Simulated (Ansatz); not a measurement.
Mulliken charges of CH4FIOSi (`F[SiH2]OCI`) from ωB97M-V/def2-TZVPP in Ansatz (PBE0-D4/def2-TZVP geometry).

| atom | x (Å) | y (Å) | z (Å) | charge (e) |
| --- | --- | --- | --- | --- |
| F1 | -2.111 | -0.215 | 0.173 | -0.310 |
| Si2 | -0.877 | 0.400 | 0.974 | 0.583 |
| O3 | 0.495 | -0.378 | 0.515 | -0.328 |
| C4 | 0.935 | -0.632 | -0.759 | -0.187 |
| I5 | 1.435 | 1.162 | -1.893 | -0.081 |
| H6 | -0.819 | 1.840 | 0.660 | -0.021 |
| H7 | -1.027 | 0.100 | 2.408 | -0.030 |
| H8 | 0.191 | -1.134 | -1.376 | 0.187 |
| H9 | 1.866 | -1.190 | -0.720 | 0.187 |

By hand: the dipole of these point charges (1 e Å = 4.8032 D).

Σ q r = (0.122, -0.028, 0.163) e Å, of length 0.206 e Å = 0.99 D.

How does the dipole of the full density compare? (Estimate.)

The calculation gave: (0.042, -0.149, 0.151) e Å, 1.04 D; the point charges give 0.95 times that, at 40° from its direction.

Point charges leave out the atoms' own dipoles, such as those of lone pairs, and Mulliken's split depends on the basis, so the two needn't agree.
